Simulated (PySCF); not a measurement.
PySCF input (M06-2X/def2-TZVPD):

```python
from pyscf import gto, scf, dft

mol = gto.M(
    atom='''
    O    -0.90817087   -0.60113466   -0.89647136
    S    -0.08680052   -0.06701727    0.18179398
    O    -0.11007442    1.38924843    0.21833580
    O     1.27161202   -0.59249344    0.14748729
    H    -0.63812544   -0.49268628    1.33648235
    ''',
    basis='def2-tzvpd',
    charge=0,
    spin=1,
    verbose=4,
)

mf = dft.UKS(mol, xc='m062x').density_fit(auxbasis='def2-universal-jkfit')
mf.grids.level = 4
mf.conv_tol = 1e-9
mf.max_cycle = 100
mf.max_memory = 1500
mf.kernel()
if not mf.converged:
    mf = mf.newton()
    mf.kernel(mf.make_rdm1())
for _ in range(2):
    mo, _, stable, _ = mf.stability(return_status=True)
    if stable:
        break
    mf.kernel(mf.make_rdm1(mo, mf.mo_occ))
mf.analyze()
```

Output:

```
PySCF version 2.14.0

[INPUT] verbose = 4
[INPUT] num. atoms = 5
[INPUT] num. electrons = 41
[INPUT] charge = 0
[INPUT] spin (= nelec alpha-beta = 2S) = 1
[INPUT] symmetry False subgroup None
[INPUT] Mole.unit = angstrom
[INPUT] Symbol           X                Y                Z      unit          X                Y                Z       unit  Magmom
[INPUT]  1 O     -0.908170870000  -0.601134660000  -0.896471360000 AA   -1.716194218608  -1.135979871384  -1.694085348916 Bohr   0.0
[INPUT]  2 S     -0.086800520000  -0.067017270000   0.181793980000 AA   -0.164029210270  -0.126644285916   0.343540833295 Bohr   0.0
[INPUT]  3 O     -0.110074420000   1.389248430000   0.218335800000 AA   -0.208010507120   2.625299051682   0.412594865188 Bohr   0.0
[INPUT]  4 O      1.271612020000  -0.592493440000   0.147487290000 AA    2.402998454505  -1.119650332201   0.278710584954 Bohr   0.0
[INPUT]  5 H     -0.638125440000  -0.492686280000   1.336482350000 AA   -1.205882314718  -0.931042134531   2.525585611815 Bohr   0.0

nuclear repulsion = 193.432954055387
number of shells = 63
number of NR pGTOs = 248
number of NR cGTOs = 175
basis = def2-tzvpd
ecp = {}

******** <class 'pyscf.df.df_jk.DFUKS'> ********
method = DFUKS
initial guess = minao
damping factor = 0
level_shift factor = 0
DIIS = <class 'pyscf.scf.diis.CDIIS'>
diis_start_cycle = 1
diis_space = 8
diis_damp = 0
SCF conv_tol = 1e-09
SCF conv_tol_grad = None
SCF max_cycles = 100
direct_scf = False
number electrons alpha = 21  beta = 20
XC library pyscf.dft.libxc version 7.1.2
    S. Lehtola, C. Steigemann, M. J. T. Oliveira, and M. A. L. Marques,  SoftwareX 7, 1–5 (2018)
XC functionals = m062x
    Y. Zhao and D. G. Truhlar,  Theor. Chem. Acc. 120, 215 (2008)
    Y. Zhao and D. G. Truhlar,  Theor. Chem. Acc. 120, 215 (2008)
radial grids:
    Treutler-Ahlrichs [JCP 102, 346 (1995); DOI:10.1063/1.469408] (M4) radial grids

becke partition: Becke, JCP 88, 2547 (1988); DOI:10.1063/1.454033
pruning grids: <function nwchem_prune>
grids dens level: 4
symmetrized grids: False
atomic radii adjust function: <function treutler_atomic_radii_adjust>
small_rho_cutoff = 0
Set gradient conv threshold to 3.16228e-05
tot grids = 129184
******** <class 'pyscf.df.df.DF'> ********
auxbasis = def2-universal-jkfit
init E= -625.558209282284
  alpha nocc = 21  HOMO = -0.401979430574297  LUMO = 0.0068196704059889
  beta  nocc = 20  HOMO = -0.415524115738527  LUMO = -0.401979430574297

WARN: HOMO -0.401979430574297 >= LUMO -0.401979430574297
[...]
  beta  nocc = 20  HOMO = -0.444207956840716  LUMO = -0.224268054727958
  HOMO = -0.444207956841  LUMO = -0.224268054728  gap/eV = 5.98487
Extra cycle  E= -624.36026712671  delta_E= -2.61e-11  |g|= 9.75e-06  |ddm|= 1.21e-05
converged SCF energy = -624.36026712671  <S^2> = 0.77354749  2S+1 = 2.0234105
uhf_internal: lowest eigs of H = [0.09490436 0.0949572  0.10972917]
<class 'pyscf.df.df_jk.DFUKS'> wavefunction is stable in the internal stability analysis
**** SCF Summaries ****
Total Energy =                        -624.360267126710028
Nuclear Repulsion Energy =             193.432954055387313
One-electron Energy =                -1243.236788483433429
Two-electron Energy =                  425.443567301336088
Two-electron Coulomb Energy =          477.222670012545905
DFT Exchange-Correlation Energy =      -51.779102711209816
HOMO-LUMO gap [eV] =                     5.984869577591294
**** MO energy ****
                             alpha | beta                alpha | beta
MO #1   energy= -90.1587750225319  | -90.1595581426973  occ= 1 | 1
MO #2   energy= -19.7179101377326  | -19.7100296735487  occ= 1 | 1
MO #3   energy= -19.7179083120691  | -19.7100273571403  occ= 1 | 1
MO #4   energy= -19.7178850444253  | -19.7100261461895  occ= 1 | 1
MO #5   energy= -8.48508427889873  | -8.48540319713646  occ= 1 | 1
MO #6   energy= -6.40647265586739  | -6.40757958969061  occ= 1 | 1
MO #7   energy= -6.40647248600996  | -6.40757938397632  occ= 1 | 1
MO #8   energy= -6.4061042961741   | -6.40653197417449  occ= 1 | 1
MO #9   energy= -1.34087523494222  | -1.3249808194238   occ= 1 | 1
MO #10  energy= -1.20624517324892  | -1.17929490624657  occ= 1 | 1
MO #11  energy= -1.2062417844144   | -1.17929325306955  occ= 1 | 1
MO #12  energy= -0.797853081095298 | -0.788724645150083 occ= 1 | 1
MO #13  energy= -0.675031758717019 | -0.664973162883875 occ= 1 | 1
MO #14  energy= -0.634035338877125 | -0.605614853087001 occ= 1 | 1
MO #15  energy= -0.634034079892714 | -0.605613213828026 occ= 1 | 1
MO #16  energy= -0.532390466877849 | -0.477145654834848 occ= 1 | 1
MO #17  energy= -0.532388620211376 | -0.477144736742997 occ= 1 | 1
MO #18  energy= -0.480811274124169 | -0.452544340061351 occ= 1 | 1
MO #19  energy= -0.480808772430158 | -0.444210343897597 occ= 1 | 1
MO #20  energy= -0.463795161416212 | -0.444207956840716 occ= 1 | 1
MO #21  energy= -0.461700265732938 | -0.224268054727958 occ= 1 | 0
MO #22  energy= -0.00687907345035756 | -0.00639151408390126 occ= 0 | 0
MO #23  energy= 0.0210850065617689 | 0.0224669662522077 occ= 0 | 0
MO #24  energy= 0.0210854343064575 | 0.022467228477453  occ= 0 | 0
MO #25  energy= 0.0245404957979498 | 0.0242434296120988 occ= 0 | 0
MO #26  energy= 0.0794722698491257 | 0.0799044450180442 occ= 0 | 0
MO #27  energy= 0.0794734534659887 | 0.079905149404655  occ= 0 | 0
MO #28  energy= 0.0856315428592332 | 0.0855551770794998 occ= 0 | 0
MO #29  energy= 0.0882494104292243 | 0.0868204634841827 occ= 0 | 0
MO #30  energy= 0.088249488981663  | 0.0868205575720188 occ= 0 | 0
MO #31  energy= 0.101989849762866  | 0.107533950062917  occ= 0 | 0
MO #32  energy= 0.101990885118269  | 0.10753477391775   occ= 0 | 0
MO #33  energy= 0.111989444803358  | 0.111374884386906  occ= 0 | 0
MO #34  energy= 0.141651822820898  | 0.143901439355323  occ= 0 | 0
MO #35  energy= 0.151464524573027  | 0.150585425956967  occ= 0 | 0
MO #36  energy= 0.154928764684715  | 0.156241822265454  occ= 0 | 0
MO #37  energy= 0.154928824445502  | 0.156241923153163  occ= 0 | 0
MO #38  energy= 0.158792348596712  | 0.164233373064238  occ= 0 | 0
MO #39  energy= 0.229726923834424  | 0.233027972947499  occ= 0 | 0
MO #40  energy= 0.229727148716453  | 0.233028871073981  occ= 0 | 0
MO #41  energy= 0.242851796741378  | 0.244905790054582  occ= 0 | 0
MO #42  energy= 0.25797015844576   | 0.26176425283863   occ= 0 | 0
MO #43  energy= 0.261482697051815  | 0.271239999524006  occ= 0 | 0
MO #44  energy= 0.261483257341008  | 0.271240179510446  occ= 0 | 0
MO #45  energy= 0.282581127644102  | 0.28616610994008   occ= 0 | 0
MO #46  energy= 0.282581638129204  | 0.29040307303509   occ= 0 | 0
MO #47  energy= 0.284774725694698  | 0.290403141108597  occ= 0 | 0
MO #48  energy= 0.337928160490393  | 0.346518219063475  occ= 0 | 0
MO #49  energy= 0.337928952738728  | 0.346518986986148  occ= 0 | 0
MO #50  energy= 0.395359104335755  | 0.396905024734225  occ= 0 | 0
MO #51  energy= 0.408672448426978  | 0.410206604021041  occ= 0 | 0
MO #52  energy= 0.40867310923904   | 0.410207004757476  occ= 0 | 0
MO #53  energy= 0.426314874481081  | 0.430598874440217  occ= 0 | 0
MO #54  energy= 0.426315908551626  | 0.430599648256203  occ= 0 | 0
MO #55  energy= 0.433414811590131  | 0.436161028509888  occ= 0 | 0
MO #56  energy= 0.497574834754406  | 0.498976630630103  occ= 0 | 0
MO #57  energy= 0.523821565488562  | 0.529541490597912  occ= 0 | 0
MO #58  energy= 0.5349400277176    | 0.53901730360946   occ= 0 | 0
MO #59  energy= 0.534941274394909  | 0.539617512559592  occ= 0 | 0
MO #60  energy= 0.535220454562285  | 0.539617878487471  occ= 0 | 0
MO #61  energy= 0.549848768523792  | 0.552005763192015  occ= 0 | 0
MO #62  energy= 0.549849900720063  | 0.552006019319915  occ= 0 | 0
MO #63  energy= 0.557010083027042  | 0.558900059521011  occ= 0 | 0
MO #64  energy= 0.588571630263119  | 0.591292422807476  occ= 0 | 0
MO #65  energy= 0.588574190193213  | 0.591292978243503  occ= 0 | 0
MO #66  energy= 0.668173139166196  | 0.673553268074363  occ= 0 | 0
MO #67  energy= 0.668174506781093  | 0.673553358057245  occ= 0 | 0
MO #68  energy= 0.681219737082879  | 0.685827421753407  occ= 0 | 0
MO #69  energy= 0.68122191309871   | 0.685828701321016  occ= 0 | 0
MO #70  energy= 0.718740894935679  | 0.720973752529233  occ= 0 | 0
MO #71  energy= 0.787886514967216  | 0.788517824300315  occ= 0 | 0
MO #72  energy= 0.816790203482693  | 0.82266935403717   occ= 0 | 0
MO #73  energy= 0.816793690626459  | 0.822670115307427  occ= 0 | 0
MO #74  energy= 0.853570186300209  | 0.858196600554187  occ= 0 | 0
MO #75  energy= 0.892224464453748  | 0.898540883015503  occ= 0 | 0
MO #76  energy= 0.892225891621277  | 0.898543264729691  occ= 0 | 0
MO #77  energy= 0.916449773682708  | 0.919694786440157  occ= 0 | 0
MO #78  energy= 0.916451356521917  | 0.919697363994414  occ= 0 | 0
MO #79  energy= 0.928090421349164  | 0.928796507662632  occ= 0 | 0
MO #80  energy= 0.974019493091804  | 0.987221044316976  occ= 0 | 0
MO #81  energy= 0.99708147813445   | 1.00526540633459   occ= 0 | 0
MO #82  energy= 1.00381502969446   | 1.01212217965964   occ= 0 | 0
MO #83  energy= 1.00381821616065   | 1.01212436509726   occ= 0 | 0
MO #84  energy= 1.02662344834769   | 1.02995494118586   occ= 0 | 0
MO #85  energy= 1.02662631212346   | 1.02995548367151   occ= 0 | 0
MO #86  energy= 1.11537963374155   | 1.11918872085428   occ= 0 | 0
MO #87  energy= 1.47027111136246   | 1.47143824139497   occ= 0 | 0
MO #88  energy= 1.47034213879051   | 1.4715071258958    occ= 0 | 0
MO #89  energy= 1.50140051272614   | 1.50114410939039   occ= 0 | 0
MO #90  energy= 1.52342469719744   | 1.52992896573806   occ= 0 | 0
MO #91  energy= 1.52342609125447   | 1.52993029103206   occ= 0 | 0
MO #92  energy= 1.53154574422796   | 1.54483528012967   occ= 0 | 0
MO #93  energy= 1.67826715376561   | 1.6882375519738    occ= 0 | 0
MO #94  energy= 1.67828555282981   | 1.68825004206404   occ= 0 | 0
MO #95  energy= 1.71081981931145   | 1.7266608327281    occ= 0 | 0
MO #96  energy= 1.73863842568408   | 1.73757748100829   occ= 0 | 0
MO #97  energy= 1.77257237723388   | 1.77497632873091   occ= 0 | 0
MO #98  energy= 1.77258487245982   | 1.77499084973539   occ= 0 | 0
MO #99  energy= 1.8064694289265    | 1.81097840136807   occ= 0 | 0
MO #100 energy= 1.80647474039476   | 1.81098046077766   occ= 0 | 0
MO #101 energy= 1.92142879521345   | 1.92791281617631   occ= 0 | 0
MO #102 energy= 1.92144269928193   | 1.92792462527464   occ= 0 | 0
MO #103 energy= 1.94964873530348   | 1.95489462252875   occ= 0 | 0
MO #104 energy= 1.97743995720238   | 1.97809742800775   occ= 0 | 0
[...]
```

It need not be the lowest isomer of its formula.
